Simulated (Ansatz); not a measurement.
Isomers of ZrS₃⁻ (doublet), relaxed with PBE0-D4/def2-SVPD; total energies from Ansatz at CAM-B3LYP-D4/def2-TZVPD.

| isomer | description | energy (Eh) |
| --- | --- | --- |
| A | point group C3v; 3 × S–Zr 2.33 Å | -1241.85366 |
| B | point group Cs; 3 × S–Zr 2.27 to 2.46 Å; 1 × S–S 2.14 Å | -1241.83546 |

In the def2 sets Zr takes a core potential; there is no spin–orbit coupling.

The isomers come from a short search, and lower ones may exist.

Task: Work out the relative energies (1 Eh = 2625.5 kJ/mol) and the Boltzmann populations at 500 K from electronic energies alone (R = 8.314 J/mol/K).

Result: ΔE: A 0.0, B 47.8 kJ/mol. RT = 4.16 kJ/mol. Factors exp(−ΔE/RT): A 1, B 1.02e-05; sum 1.000. Populations: A 100.0 %, B 0.0 %. Zero-point energy, vibrational entropy and symmetry numbers are left out and can shift these; an error of 4 kJ/mol changes a ratio by a factor of 2.6. Over the other density-functional and correlated levels in def2 sets, the gap between A and B ranges from 48 to 77 kJ/mol.
